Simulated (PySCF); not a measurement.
## Frontier levels across methods

Species: C3H6BF3.
Cartesian coordinates in Å at the PBE0-D3(BJ)/def2-SVP level; atoms count from 1:
```
atom  x, y, z in Å
C1     1.9873   -0.7064   -0.0751
B2     0.4331   -0.6522   -0.1804
C3    -0.3651    0.6731    0.1048
C4    -1.8611    0.5634    0.0870
F5    -2.4599    1.7311    0.3583
F6    -2.2970   -0.3188    0.9956
F7    -2.3111    0.1608   -1.1072
H8     2.4895    0.2445    0.1552
H9     2.2488   -1.4408    0.7096
H10    2.4168   -1.1302   -0.9995
H11   -0.1677   -1.6576   -0.4887
H12   -0.0512    1.0996    1.0727
H13   -0.0595    1.4198   -0.6502
```

Basis pcSseg-1 throughout (PySCF), one geometry. One conformer (not necessarily the lowest) at the PBE0-D3(BJ)/def2-SVP geometry, without solvent, vibrations or thermal averaging.

**Question.** How do the orbital energies, the gap and the dipole change with the method?

**Answer.** 
| method | kind | HOMO (eV) | LUMO (eV) | gap (eV) | μ (D) | SCF cycles |
| --- | --- | --- | --- | --- | --- | --- |
| OPBE | GGA | -7.80 | -2.03 | 5.77 | 2.69 | 14 |
| PBE | GGA | -7.85 | -2.24 | 5.62 | 2.73 | 14 |
| B97-D | GGA | -7.90 | -2.03 | 5.88 | 2.74 | 14 |
| KT2 | GGA | -7.95 | -2.28 | 5.67 | 2.77 | 14 |
| BP86 | GGA | -7.97 | -2.29 | 5.68 | 2.76 | 13 |
| B3LYP | global hybrid | -9.13 | -1.46 | 7.67 | 2.83 | 12 |
| PBE0 | global hybrid | -9.32 | -1.24 | 8.08 | 2.86 | 12 |
| wB97X-D | range-separated hybrid | -11.29 | 0.69 | 11.97 | 2.88 | 13 |

The HOMO spans 3.48 eV, from OPBE down to wB97X-D, and the gap runs from 5.62 eV (PBE) to 11.97 eV (wB97X-D). Over the methods OPBE (0 %), PBE (0 %), B97-D (0 %), KT2 (0 %), BP86 (0 %), B3LYP (20 %), PBE0 (25 %), a straight line through the gap against the share of exact exchange rises by 0.95 eV for each 10 % (correlation coefficient 0.997). The dipole ranges from 2.69 D (OPBE) to 2.88 D (wB97X-D). This basis has no diffuse functions.

The vertical ΔSCF ionisation energy at PBE0/def2-SVPD is 11.63 eV; −ε(HOMO) comes closest to it with wB97X-D (11.29 eV).
